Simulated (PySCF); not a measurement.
Gas-phase reaction: 3 WO3 + 6 OH → 3 WO2(OH)2 + O3

Energies from PySCF (xtb for GFN2), thermal terms from the rigid-rotor harmonic-oscillator model, ideal gas at 1 bar. † marks an energy on the PBE0/def2-TZVP geometry and frequencies; other levels use their own. MP2 and CCSD(T) freeze the core. Open shells (unrestricted): OH (multiplicity 2); the rest are closed-shell singlets. GFN2 has no spin-polarisation term. Spin-orbit splitting is ignored; it lowers the true energy and changes the entropy of OH. B3LYP is the form with VWN-RPA correlation. W: scalar-relativistic def2 core potential, no spin-orbit coupling. MP2 isn't extrapolated to the basis-set limit. CCSD(T) isn't extrapolated to the basis-set limit. Strong static correlation: O3. Warning, large T1 diagnostic: O3, WO2(OH)2, WO3 (CCSD(T)/def2-SVP†). Warning, point group unlike the PBE0 one: WO2(OH)2 (GFN2-xTB).

```
level              ΔH°(298 K), kJ
-----------------  --------------
B3LYP/def2-TZVP†            -1743
BLYP/def2-TZVP†                 …
CCSD(T)/def2-SVP†           -1698
GFN2-xTB                        …
MP2/def2-TZVPP†                 …
PBE/def2-TZVP†              -1874
PBE0/def2-SVP†              -1821
```

Complete the blanks.


- BLYP/def2-TZVP†, ΔH°(298 K), kJ: -1760
- GFN2-xTB, ΔH°(298 K), kJ: -2488
- MP2/def2-TZVPP†, ΔH°(298 K), kJ: -1844
